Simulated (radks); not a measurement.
Values are calculated unless marked as measured or tabulated.
Problem. Species: Nb7+. Configuration: [Ar] 3d10 4s2 4p4. Code: a radial shooting solver on a logarithmic mesh with Libxc functionals. Model: non-relativistic Kohn-Sham, TPSS, spin-polarised, spherical densities, point nucleus; open shells are filled with parallel spins first (spin-orbit coupling, left out, can overturn this in heavy ions); meta-GGA in the generalised Kohn-Sham scheme; relativity is left out, which matters for an element this heavy. Some entries of the table are withheld. Estimate them.

orbital,occ.,eigenvalue (eV),<r^2> (bohr^2)
1s up,1,-18494.07,0.001851
1s down,1,-18493.70,0.001851
2s up,1,-2641.171,0.03115
2s down,1,-2641.025,0.03115
2p up,3,-2433.952,0.02379
2p down,3,-2433.628,0.02379
3s up,1,-530.5074,0.2354
3s down,1,-530.1197,0.2353
3p up,3,(1),0.2350
3p down,3,(2),0.2347
3d up,5,-308.0087,0.2224
3d down,5,-307.4780,0.2216
4s up,1,-155.1023,1.381
4s down,1,-151.6441,1.386
4p up,3,-131.1347,1.565
4p down,1,-127.7927,1.580

Solution. 
(1) 3p up eigenvalue (eV): -451.5136
(2) 3p down eigenvalue (eV): -451.0437
